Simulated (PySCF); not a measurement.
Computed IR spectrum (relative IR intensity) of a molecule C2H8Ge2. Coordinates come from a PBE0-D3(BJ)/def2-SVP optimisation. One conformer was computed; it need not be the lowest. All values below come from PBE0-D3(BJ)/def2-SVP (PySCF). Frequencies are harmonic and unscaled.

| ν (cm⁻¹) | relative intensity |
|---|---|
| 586 | 14 |
| 600 | 19 |
| 652 | 19 |
| 826 | 89 |
| 881 | 14 |
| 894 | 14 |
| 1037 | 5.2 |
| 1175 | 5.7 |
| 2149 | 100 |
| 2162 | 45 |

**Question.** Which structure fits?
(A) C=[CH][GeH2][GeH3]
(B) [CH2]1[CH2][GeH2][GeH2]1
(C) [GeH3]/[CH]=[CH]/[GeH3]
(D) [CH2]1[GeH2][CH2][GeH2]1

**Answer.** C, [GeH3]/[CH]=[CH]/[GeH3]
